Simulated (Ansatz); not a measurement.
Job for Ansatz (an electronic-structure program): R-CCSD(T)/cc-pVTZ on GeH3N (SMILES [NH2][GeH]), a point of a torsion scan. The run froze 15 orbitals, filled d shells among them.

Ansatz 0.2 input:
```yaml
crystal:
  periodic: [false, false, false]
  atoms:
    - {symbol: N, position_ang: [-0.55150967, -0.03429413, 0.02552272]}
    - {symbol: Ge, position_ang: [0.92886460, -1.03492298, -0.27470985]}
    - {symbol: H, position_ang: [-1.42801510, -0.44339655, 0.31344037]}
    - {symbol: H, position_ang: [-0.74402559, 0.84777628, -0.42631371]}
    - {symbol: H, position_ang: [1.51194970, 0.01877274, -1.39687755]}
basis:
  gaussian:
    orbitals: cc-pVTZ
magnetization: {spin_polarized: false}
correlation: {method: ccsd_t, electrons: outside_noble_gas}
scf: {lower_state_search: off}
```

Output:

```
WARN ansatz: RAYON_NUM_THREADS=1 ignored (pool sized by the plan → 1); use --threads N
Functional definition: HF
these checks for a lower state are left out or cut short: stability, starts, cluster_reference, orbital_swaps, neighbouring_geometries, increment
integrals: 0.16 GiB planned
692 factors; integrals over basis functions are off by at most 9.4e-4 eV
mean field: 0.26 GiB planned
mean field evaluation 1: about -58001.6860 eV, gradient 3.3e1 eV
mean field evaluation 2: about -58001.7299 eV, gradient 3.3e1 eV
mean field evaluation 4: about -58004.0633 eV, gradient 2.4e0 eV
mean field evaluation 8: about -58004.0927 eV, gradient 1.6e-1 eV
mean field -58004.09283551 eV, -2131.6110951187 hartree, gradient 1.5e-6 eV, S^2 0.000000; 0 other end points of the search recorded, 0 dependent functions left out
15 core orbitals not correlated
reference -58004.09283551 eV, -2131.6110951187 hartree; 6, 6 occupied and 94, 94 virtual orbitals, 692 factors
second order -8.72126258 eV of doubles, -0.00000000 eV of singles
coupled cluster: 0.40 GiB planned
cycle   1  -9.01814659 eV  change   -3.0e-1 eV  update   7.9e-2
cycle   2  -9.29166423 eV  change   -2.7e-1 eV  update   2.8e-2
cycle   3  -9.36291485 eV  change   -7.1e-2 eV  update   1.7e-2
cycle   4  -9.35321008 eV  change    9.7e-3 eV  update   5.1e-3
cycle   5  -9.35395303 eV  change   -7.4e-4 eV  update   2.8e-3
cycle   6  -9.35378277 eV  change    1.7e-4 eV  update   9.5e-4
cycle   7  -9.35354377 eV  change    2.4e-4 eV  update   3.1e-4
cycle   8  -9.35367962 eV  change   -1.4e-4 eV  update   1.1e-4
cycle   9  -9.35367739 eV  change    2.2e-6 eV  update   4.1e-5
cycle  10  -9.35366496 eV  change    1.2e-5 eV  update   2.0e-5
cycle  11  -9.35367864 eV  change   -1.4e-5 eV  update   9.1e-6
perturbative correction -0.36737266 eV, -0.0135006964 hartree
Total energy: -58013.81388681 eV, -2131.9683371649 hartree
Checks for a lower state left out: stability, starts, cluster_reference, orbital_swaps, neighbouring_geometries, increment
```

The run converged.

Cost: very roughly 3 core-seconds.
